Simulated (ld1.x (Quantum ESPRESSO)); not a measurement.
u(r) = r·R(r): atom against pseudo-atom (fluorine (F))

Columns: radius, all-electron u(r) and pseudo u(r) of the 2s shell (level -37.99 eV) of fluorine in the configuration [He] 2s2 2p4.5; BLYP, non-relativistic, TM semilocal scheme, ld1.x (Quantum ESPRESSO) 7.5.

```
r (bohr)  all-electron   pseudo
   0.085        0.4596  -0.1142
   0.170        0.2922  -0.2350
   0.255       -0.0474  -0.3683
   0.340       -0.3821  -0.5173
   0.425       -0.6511  -0.6769
   0.510       -0.8420  -0.8297
   0.595       -0.9611  -0.9498
   0.680       -1.0214  -1.0184
   0.765       -1.0368  -1.0367
   0.850       -1.0202  -1.0202
   0.935       -0.9815  -0.9815
   1.020       -0.9287  -0.9287
   1.105       -0.8676  -0.8676
   1.190       -0.8026  -0.8026
   1.275       -0.7367  -0.7367
   1.360       -0.6720  -0.6720
   1.445       -0.6097  -0.6097
   1.530       -0.5509  -0.5509
   1.615       -0.4959  -0.4959
   1.700       -0.4451  -0.4451
   1.785       -0.3984  -0.3984
   1.870       -0.3559  -0.3559
   1.955       -0.3173  -0.3173
   2.040       -0.2824  -0.2824
   2.125       -0.2509  -0.2509
   2.210       -0.2227  -0.2227
```

Q: How many radial nodes do the two functions have?

A: The all-electron 2s function has n − l − 1 = 1; the pseudo-wave has 0, since the states of the same l below it are removed with the core.

Q: At about which radius was the pseudo-wave matched?

A: 0.85 bohr, where the columns begin to agree (steps of 0.09 bohr).

Q: Where does each function peak?

A: Outermost all-electron maximum near 0.77 bohr, pseudo maximum near 0.77 bohr (to the table’s step).

Q: Is the pseudo-wave norm-conserving?

A: Yes: the TM semilocal scheme keeps the norm inside the radius equal to the all-electron one, which fixes the energy derivative of the logarithmic derivative at the level.
